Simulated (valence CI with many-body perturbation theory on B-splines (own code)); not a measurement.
## Forbidden lines of Eu42+

Computed by relativistic CI+MBPT: three valence electrons over a frozen Dirac-Fock core [Ar], radial functions for each j: 7 s, 7 p, 8 d, 6 f, 4 g, 1 h, with the one-electron correlation potential Σ1 (screened to all orders), the two-electron term Σ2, the three-electron term Σ3, Breit, model QED; selected single and double excitations, second order for the rest, scaled by the run's own slope (own B-spline code, finite nucleus).

No measured spectrum was set against this ion. As an estimate, large intervals hold to a few tenths of a per cent, small ones and those within an open d or f shell to about a per cent. Only levels of the ground parity were solved; by the run's estimate the other parity begins above the list, which can be wrong where configurations are misplaced.

Lines 1 to 50 of 58 in falling wavelength, among levels below 125.85 eV, chosen from the decays that carry over 1 % of a level's rate. Wavelengths and rates use the calculated energies. Weak lines are less certain than strong ones. Lines between different terms over intervals too small for the method are left out, as are lines whose strength nearly cancels. The highest levels of a list are the least certain.

Levels are named by their leading jj configuration (3d3/2^4 stands for four electrons in 3d with j = 3/2), which in mixed levels can hold well under half, so a name can repeat and another be missing. Letters in brackets count levels of one name in rising energy.

| λ vac (nm) | Upper | Lower | Type | A (s⁻¹) | Branch % |
| --- | --- | --- | --- | --- | --- |
| 1445 | (3d3/2^2 3d5/2) J=9/2 | (3d3/2^2 3d5/2) J=7/2 | M1 | 2.76e+00 | 100.0 |
| 160.3 | (3d3/2^2 3d5/2) J=7/2 | (3d3/2^2 3d5/2) J=5/2 [a] | M1 | 3.96e+03 | 99.6 |
| 152.5 | (3d3/2 3d5/2^2) J=11/2 | (3d3/2 3d5/2^2) J=9/2 | M1 | 1.51e+03 | 1.0 |
| 123.9 | (3d3/2 3d5/2^2) J=5/2 [b] | (3d3/2 3d5/2^2) J=3/2 [a] | M1 | 3.77e+03 | 1.5 |
| 98.71 | (3d3/2 3d5/2^2) J=5/2 [a] | (3d3/2 3d5/2^2) J=7/2 [a] | M1 | 4.12e+03 | 1.2 |
| 68.69 | (3d5/2^3) J=3/2 | (3d3/2 3d5/2^2) J=3/2 [b] | M1 | 1.46e+04 | 1.9 |
| 66.40 | (3d3/2^2 3d5/2) J=5/2 [b] | (3d3/2^2 3d5/2) J=7/2 | M1 | 3.64e+03 | 5.7 |
| 64.68 | (3d3/2 3d5/2^2) J=7/2 [b] | (3d3/2 3d5/2^2) J=7/2 [a] | M1 | 7.84e+03 | 3.9 |
| 59.82 | (3d3/2^2 3d5/2) J=5/2 [b] | (3d3/2^2 3d5/2) J=3/2 | M1 | 2.30e+04 | 36.0 |
| 58.04 | (3d3/2 3d5/2^2) J=5/2 [a] | (3d3/2^2 3d5/2) J=5/2 [b] | M1 | 3.91e+04 | 11.2 |
| 54.07 | (3d3/2 3d5/2^2) J=3/2 [b] | (3d3/2 3d5/2^2) J=1/2 | M1 | 2.52e+04 | 5.1 |
| 49.18 | (3d3/2 3d5/2^2) J=3/2 [b] | (3d3/2 3d5/2^2) J=3/2 [a] | M1 | 4.08e+04 | 8.3 |
| 48.32 | (3d5/2^3) J=5/2 | (3d3/2 3d5/2^2) J=3/2 [b] | M1 | 3.12e+04 | 2.9 |
| 47.28 | (3d3/2 3d5/2^2) J=5/2 [b] | (3d3/2^2 3d5/2) J=5/2 [b] | M1 | 1.03e+05 | 41.7 |
| 46.96 | (3d3/2^2 3d5/2) J=5/2 [b] | (3d3/2^2 3d5/2) J=5/2 [a] | M1 | 6.04e+03 | 9.5 |
| 46.73 | (3d5/2^3) J=9/2 | (3d3/2 3d5/2^2) J=11/2 | M1 | 2.29e+04 | 3.1 |
| 45.13 | (3d3/2 3d5/2^2) J=7/2 [a] | (3d3/2^2 3d5/2) J=7/2 | M1 | 1.11e+05 | 19.1 |
| 45.05 | (3d3/2^2 3d5/2) J=5/2 [a] | (3d3/2^3) J=3/2 | M1 | 2.88e+05 | 100.0 |
| 44.32 | (3d3/2 3d5/2^2) J=7/2 [b] | (3d3/2^2 3d5/2) J=5/2 [b] | M1 | 1.76e+04 | 8.8 |
| 41.57 | (3d3/2 3d5/2^2) J=9/2 | (3d3/2^2 3d5/2) J=9/2 | M1 | 2.09e+05 | 62.2 |
| 40.41 | (3d3/2 3d5/2^2) J=9/2 | (3d3/2^2 3d5/2) J=7/2 | M1 | 1.27e+05 | 37.7 |
| 37.72 | (3d3/2 3d5/2^2) J=3/2 [a] | (3d3/2^2 3d5/2) J=1/2 | M1 | 7.68e+04 | 10.0 |
| 37.35 | (3d3/2^2 3d5/2) J=3/2 | (3d3/2^3) J=3/2 | M1 | 2.48e+05 | 99.5 |
| 37.29 | (3d5/2^3) J=3/2 | (3d3/2 3d5/2^2) J=5/2 [b] | M1 | 1.19e+04 | 1.6 |
| 35.77 | (3d5/2^3) J=9/2 | (3d3/2 3d5/2^2) J=9/2 | M1 | 2.97e+05 | 40.6 |
| 35.27 | (3d3/2 3d5/2^2) J=1/2 | (3d3/2^2 3d5/2) J=1/2 | M1 | 4.41e+05 | 94.1 |
| 35.22 | (3d3/2 3d5/2^2) J=7/2 [a] | (3d3/2^2 3d5/2) J=5/2 [a] | M1 | 4.69e+05 | 80.9 |
| 33.56 | (3d3/2 3d5/2^2) J=3/2 [a] | (3d3/2^2 3d5/2) J=3/2 | M1 | 4.51e+05 | 58.8 |
| 33.27 | (3d3/2^2 3d5/2) J=1/2 | (3d3/2^3) J=3/2 | M1 | 9.20e+04 | 99.1 |
| 32.74 | (3d5/2^3) J=9/2 | (3d3/2 3d5/2^2) J=7/2 [a] | M1 | 4.06e+05 | 55.5 |
| 32.66 | (3d3/2 3d5/2^2) J=11/2 | (3d3/2^2 3d5/2) J=9/2 | M1 | 1.43e+05 | 98.9 |
| 32.53 | (3d5/2^3) J=3/2 | (3d3/2 3d5/2^2) J=5/2 [a] | M1 | 2.87e+05 | 37.6 |
| 31.70 | (3d5/2^3) J=5/2 | (3d3/2 3d5/2^2) J=7/2 [b] | M1 | 1.12e+05 | 10.3 |
| 31.61 | (3d3/2 3d5/2^2) J=1/2 | (3d3/2^2 3d5/2) J=3/2 | M1 | 2.35e+04 | 5.0 |
| 30.97 | (3d3/2 3d5/2^2) J=5/2 [a] | (3d3/2^2 3d5/2) J=7/2 | M1 | 2.94e+04 | 8.4 |
| 30.35 | (3d5/2^3) J=5/2 | (3d3/2 3d5/2^2) J=5/2 [b] | M1 | 2.16e+05 | 20.0 |
| 30.25 | (3d5/2^3) J=3/2 | (3d3/2 3d5/2^2) J=1/2 | M1 | 1.65e+05 | 21.6 |
| 29.93 | (3d3/2 3d5/2^2) J=3/2 [b] | (3d3/2^2 3d5/2) J=5/2 [b] | M1 | 2.63e+05 | 53.8 |
| 29.46 | (3d3/2 3d5/2^2) J=5/2 [a] | (3d3/2^2 3d5/2) J=3/2 | M1 | 2.31e+05 | 66.0 |
| 29.09 | (3d3/2 3d5/2^2) J=3/2 [a] | (3d3/2^2 3d5/2) J=5/2 [a] | M1 | 2.24e+05 | 29.2 |
| 28.66 | (3d5/2^3) J=3/2 | (3d3/2 3d5/2^2) J=3/2 [a] | M1 | 2.67e+05 | 35.0 |
| 27.61 | (3d3/2 3d5/2^2) J=5/2 [b] | (3d3/2^2 3d5/2) J=7/2 | M1 | 1.23e+05 | 49.8 |
| 27.12 | (3d5/2^3) J=5/2 | (3d3/2 3d5/2^2) J=5/2 [a] | M1 | 2.07e+05 | 19.1 |
| 27.08 | (3d3/2 3d5/2^2) J=7/2 [b] | (3d3/2^2 3d5/2) J=9/2 | M1 | 7.85e+04 | 39.2 |
| 26.58 | (3d3/2 3d5/2^2) J=7/2 [b] | (3d3/2^2 3d5/2) J=7/2 | M1 | 7.30e+04 | 36.4 |
| 26.41 | (3d3/2 3d5/2^2) J=5/2 [b] | (3d3/2^2 3d5/2) J=3/2 | M1 | 4.51e+03 | 1.8 |
| 25.96 | (3d3/2 3d5/2^2) J=5/2 [a] | (3d3/2^2 3d5/2) J=5/2 [a] | M1 | 4.01e+04 | 11.5 |
| 24.37 | (3d5/2^3) J=5/2 | (3d3/2 3d5/2^2) J=3/2 [a] | M1 | 3.16e+05 | 29.2 |
| 23.56 | (3d3/2 3d5/2^2) J=5/2 [b] | (3d3/2^2 3d5/2) J=5/2 [a] | M1 | 9.84e+03 | 4.0 |
| 22.99 | (3d3/2^2 3d5/2) J=5/2 [b] | (3d3/2^3) J=3/2 | M1 | 3.10e+04 | 48.7 |
